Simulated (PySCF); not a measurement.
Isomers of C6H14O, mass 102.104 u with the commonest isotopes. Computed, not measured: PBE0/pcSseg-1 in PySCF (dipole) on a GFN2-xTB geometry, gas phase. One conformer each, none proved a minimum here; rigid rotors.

Problem. Order these by rotational constant A, smallest first.
A. `[CH3:1][CH2:2][CH2:3][CH2:4][O:5][CH2:6][CH3:7]` with C1–C2–C3–C4 -177°, C2–C3–C4–O5 66°, C3–C4–O5–C6 -179°, C4–O5–C6–C7 178° (n-BuOEt)
B. `[CH3:1][CH2:2][CH2:3][CH2:4][CH2:5][CH2:6][OH:7]` with C1–C2–C3–C4 180°, C2–C3–C4–C5 180°, C3–C4–C5–C6 180°, C4–C5–C6–O7 -179°, C5–C6–O7–H -56° (Me(CH2)5OH)
C. `[CH3:1][CH2:2][CH2:3][CH2:4][CH2:5][O:6][CH3:7]` with C1–C2–C3–C4 180°, C2–C3–C4–C5 180°, C3–C4–C5–O6 180°, C4–C5–O6–C7 180°
D. `[CH3:1][CH2:2][O:3][CH2:4][CH:5]([CH3:6])[CH3:7]` with C1–C2–O3–C4 -71°, C2–O3–C4–C5 -171°, O3–C4–C5–C6 -65° (i-BuOEt)
E. `[CH3:1][O:2][CH2:3][CH2:4][CH:5]([CH3:6])[CH3:7]` with C1–O2–C3–C4 179°, O2–C3–C4–C5 -64°, C3–C4–C5–C6 -72° (i-PeOMe)

Solution. E (5031 MHz), D (5336 MHz), A (6208 MHz), B (12784 MHz), C (13511 MHz).

Problem. Order these by rotational constant B, smallest first.
A. `[CH3:1][CH2:2][O:3][CH2:4][CH:5]([CH3:6])[CH3:7]` with C1–C2–O3–C4 -71°, C2–O3–C4–C5 -171°, O3–C4–C5–C6 -65° (i-BuOEt)
B. `[CH3:1][CH2:2][CH2:3][CH2:4][CH2:5][CH2:6][OH:7]` with C1–C2–C3–C4 180°, C2–C3–C4–C5 180°, C3–C4–C5–C6 180°, C4–C5–C6–O7 -179°, C5–C6–O7–H -56°
C. `[CH3:1][CH2:2][CH2:3][CH2:4][O:5][CH2:6][CH3:7]` with C1–C2–C3–C4 -177°, C2–C3–C4–O5 66°, C3–C4–O5–C6 -179°, C4–O5–C6–C7 178°
D. `[CH3:1][CH2:2][CH2:3][CH2:4][CH2:5][O:6][CH3:7]` with C1–C2–C3–C4 180°, C2–C3–C4–C5 180°, C3–C4–C5–O6 180°, C4–C5–O6–C7 180°

Solution. B (729.7 MHz), D (763.8 MHz), C (1010 MHz), A (1212 MHz).

Problem. Order these by out-of-plane moment Σ m c² = (Ia + Ib − Ic)/2, largest first.
A. `[CH3:1][CH2:2][CH2:3][CH2:4][CH2:5][O:6][CH3:7]` with C1–C2–C3–C4 180°, C2–C3–C4–C5 180°, C3–C4–C5–O6 180°, C4–C5–O6–C7 180°
B. `[CH3:1][CH2:2][CH2:3][CH2:4][CH2:5][CH2:6][OH:7]` with C1–C2–C3–C4 180°, C2–C3–C4–C5 180°, C3–C4–C5–C6 180°, C4–C5–C6–O7 -179°, C5–C6–O7–H -56°
C. `[CH3:1][CH2:2][O:3][CH2:4][CH:5]([CH3:6])[CH3:7]` with C1–C2–O3–C4 -71°, C2–O3–C4–C5 -171°, O3–C4–C5–C6 -65° (i-BuOEt)
D. `[CH3:1][O:2][CH2:3][CH2:4][CH:5]([CH3:6])[CH3:7]` with C1–O2–C3–C4 179°, O2–C3–C4–C5 -64°, C3–C4–C5–C6 -72°
E. `[CH3:1][CH2:2][CH2:3][CH2:4][O:5][CH2:6][CH3:7]` with C1–C2–C3–C4 -177°, C2–C3–C4–O5 66°, C3–C4–O5–C6 -179°, C4–O5–C6–C7 178° (n-BuOEt)

Solution. D (39.67 u·Å²), C (34.31 u·Å²), E (16.34 u·Å²), B (9.95 u·Å²), A (9.46 u·Å²).

```
   SMILES  point group  Ia (u·Å²)  Ib (u·Å²)  Ic (u·Å²)      κ  μa (D)  μb (D)  μc (D)
  CCCCCCO            –      39.53     692.57     712.20  -1.00    1.40    0.18    1.08
  CCCCOCC           C1      81.41     500.50     549.23  -0.97    0.47    0.85    0.56
CCOCC(C)C           C1      94.71     417.12     443.21  -0.97    0.41    0.98    0.48
COCCC(C)C           C1     100.46     408.93     430.04  -0.97    0.67    0.66    0.70
  CCCCCOC           Cs      37.41     661.64     680.13  -1.00    0.03    1.17    0.01
```
